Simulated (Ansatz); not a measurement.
The same path of C3H9AlSi (14 atoms, charge 0, multiplicity 1) was run twice with different band settings. The coordinate that changes most is the dihedral C2–Si4–C5–H14.

Computed with Ansatz 0.2.0, RKS r2SCAN-D4/STO-3G.

Relaxed end points:

```xyz
14
Properties=species:S:1:pos:R:3
C -1.617 -0.559 1.258
C -0.443 -0.572 0.603
Al 1.103 -1.189 1.526
Si -0.398 0.030 -1.165
C 0.787 1.477 -1.333
H -1.723 -0.895 2.302
H -2.569 -0.218 0.817
H 2.429 -1.217 0.819
H 0.957 -1.634 2.953
H 0.066 -1.035 -2.033
H -1.717 0.433 -1.611
H 1.801 1.197 -1.027
H 0.839 1.829 -2.369
H 0.473 2.324 -0.712
```

```xyz
14
Properties=species:S:1:pos:R:3
C -1.658 -0.566 1.206
C -0.456 -0.560 0.603
Al 1.063 -1.096 1.618
Si -0.349 -0.018 -1.182
C 0.812 1.448 -1.352
H -1.798 -0.870 2.256
H -2.601 -0.274 0.713
H 2.417 -1.127 0.969
H 0.865 -1.479 3.056
H 0.174 -1.102 -1.991
H -1.656 0.340 -1.696
H 0.902 1.761 -2.398
H 0.455 2.310 -0.779
H 1.817 1.202 -0.993
```

Common settings: movable images 7; climbing image yes; spring 5.0 eV/Å²; start path through a guess of the saddle point; force threshold 0.05 eV/Å; end points relaxed.

| run | optimiser | iteration limit |
| --- | --- | --- |
| 1 | quadratic models (default) | 53 |
| 2 | fire | 60 |

(1) What does each run give, and how far can it be trusted?

Answers

(1) Run 1: converged after 26 iterations, highest image 0.056 eV above the first end. A vibrational analysis at the climbing image gives one clearly imaginary mode, 152i cm⁻¹: a first-order saddle point.
Run 2: converged after 32 iterations, highest image 0.066 eV above the first end. The order of the stationary point at the top wasn't checked.
Limits of this set-up: minimal basis.
